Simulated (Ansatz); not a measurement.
Cost and result for the atomization energy of `OC(Br)[SiH2]F` (9 atoms, 8 bonds).

```xyz
9

O    -0.636   -1.526    0.098
C     0.333   -0.561    0.250
Br    0.675   -0.133    2.168
Si   -0.271    1.037   -0.559
F     0.895    2.119   -0.440
H    -0.319   -2.370    0.437
H     1.320   -0.878   -0.095
H    -1.479    1.520    0.140
H    -0.516    0.792   -2.000
```

The species carries charge 0 and has multiplicity 1. Correlated methods include outer-core shells of Br, which these sets cover unevenly. Scalar relativity is left out up to krypton. The structure was optimised at the PBE0-D4/def2-TZVP level. It is one conformer, not always the lowest. Program: Ansatz. All runs use 4 threads of an Arm Neoverse V1 on a shared host. Times are those of one run each, without the atoms' runs, and a repeat can differ threefold. Electronic energies, without spin–orbit coupling; frozen cores. CCSD(T)/CBS adds CCSD(T) − MP2 in def2-TZVPP to the MP2 limit, and its time is that of the two runs behind it. T1 = 0.010. With those shells the extrapolation isn't a true limit. HSE06 is the plane-wave form, built on full-range PBE exchange.

CCSD(T)/CBS is a level of theory with its own doubt, some kJ/mol a heavy atom from the limit and from the frozen cores, so smaller differences don't rank the functionals.

```
                           level  functions  wall time
          LDA (SPW92)/def2-TZVPP        239      1.4 s
            revPBE-D4/def2-TZVPP        239      2.5 s
              BLYP-D4/def2-TZVPP        239      2.5 s
 PBE-D4/def2-TZVPP (with forces)        239        3 s
              PBE0-D4/def2-TZVPP        239        4 s
             HSE06-D4/def2-TZVPP        239      4.5 s
           r2SCANh-D4/def2-TZVPP        239        7 s
                CCSD(T)/def2-SVP        112       11 s
               B97M-V/def2-TZVPP        239       11 s
ωB97M-V/def2-TZVPP (with forces)        239       15 s
                  MP2/def2-QZVPP        450       28 s
              CCSD(T)/def2-TZVPP        239    4.8 min
               CCSD(T)/CBS(def2)          –    5.3 min
```

**Question.** What atomization energy does each give, and how far from CCSD(T)/CBS? (An estimate is asked.)

**Answer.** The calculation gave: 
```tsv
level	atomization (kcal/mol)	difference from CCSD(T)/CBS	per bond
LDA (SPW92)/def2-TZVPP	867.4	115.5	14.4
revPBE-D4/def2-TZVPP	740.5	-11.4	-1.4
BLYP-D4/def2-TZVPP	745.5	-6.4	-0.8
PBE-D4/def2-TZVPP (with forces)	761.8	9.9	1.2
PBE0-D4/def2-TZVPP	743.8	-8.1	-1.0
HSE06-D4/def2-TZVPP	744.4	-7.5	-0.9
r2SCANh-D4/def2-TZVPP	743.5	-8.4	-1.1
CCSD(T)/def2-SVP	692.9	-59.0	-7.4
B97M-V/def2-TZVPP	745.4	-6.5	-0.8
ωB97M-V/def2-TZVPP (with forces)	748.2	-3.7	-0.5
MP2/def2-QZVPP	761.7	9.8	1.2
CCSD(T)/def2-TZVPP	727.8	-24.1	-3.0
CCSD(T)/CBS(def2)	751.9	0.0	0.0
```

From r2SCAN to r2SCAN0 (25 % exact exchange), in def2-TZVPP and without D4, the atomization energy moves by −16.7 kcal/mol: exact exchange takes away binding that semilocal exchange gives to molecules. In def2-TZVPP, CCSD(T) changes the Hartree–Fock value by +199.5 kcal/mol (the triples alone add +13.0 kcal/mol) and MP2 by +219.0 kcal/mol; breaking electron pairs costs correlation energy, which Hartree–Fock lacks. At CCSD(T), def2-SVP lies −59.0 kcal/mol from the extrapolated value and def2-TZVPP −24.1 kcal/mol: correlation converges slowly with the basis, and small sets miss more of it in the bonded molecule than in its fragments.
